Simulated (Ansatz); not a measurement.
Relaxation of AlF2H5Si (9 atoms, charge 0, multiplicity 1), to a largest force component of 0.03 eV/Å in at most 50 steps.

The calculation used Ansatz, RKS BHLYP/def2-SVP.

```xyz
9
Properties=species:S:1:pos:R:3
Al -0.014 0.449 -0.018
H -0.009 0.504 1.534
F 1.386 0.417 -0.881
F -1.421 0.395 -0.870
Si 0.122 -2.831 1.237
H -0.690 -3.375 0.127
H 1.533 -3.248 1.097
H -0.430 -3.250 2.543
H 0.065 -1.353 1.194
```

Task: Where does it end, and by what steps?

Result: The run converged. The force dipped under the threshold on the way, but the program's further checks kept it going. After 20 steps the energy has fallen by 0.419 eV; F3 moved furthest, 1.08 Å.

| step | energy less start (eV) | largest force component (eV/Å) | accepted |
| --- | --- | --- | --- |
| 0 | 0.0000 | 0.825 | yes |
| 1 | -0.1584 | 0.433 | yes |
| 2 | -0.2356 | 0.356 | yes |
| 3 | -0.2398 | 0.649 | yes |
| 4 | -0.3098 | 0.240 | yes |
| 5 | -0.3145 | 0.105 | yes |
| 6 | -0.3256 | 0.140 | yes |
| 7 | -0.3310 | 0.125 | yes |
| 8 | -0.3438 | 0.116 | yes |
| 9 | -0.3639 | 0.278 | yes |
| 10 | -0.3846 | 0.369 | yes |
| 11 | -0.3952 | 0.463 | yes |
| 12 | -0.4094 | 0.262 | yes |
| 13 | -0.4098 | 0.196 | yes |
| 14 | -0.4168 | 0.046 | yes |
| 15 | -0.4178 | 0.023 | yes |
| 16 | -0.4185 | 0.041 | yes |
| 17 | -0.4190 | 0.073 | yes |
| 18 | -0.4192 | 0.039 | yes |
| 19 | -0.4194 | 0.033 | yes |
| 20 | -0.4195 | 0.027 | yes |

```xyz
9
Properties=species:S:1:pos:R:3
Al -0.050 0.252 0.184
H 0.424 1.250 1.274
F 1.053 -0.598 -0.727
F -1.584 0.321 -0.424
Si 0.166 -2.744 1.105
H -0.258 -3.163 -0.238
H 1.626 -2.734 1.286
H -0.501 -3.538 2.157
H -0.334 -1.340 1.345
```

Whether the end is a true minimum wasn't checked by a vibrational analysis.

Time of the run: 43 s on 2 threads of Arm Neoverse V1, with other jobs on the host, peak memory 0.17 GiB.
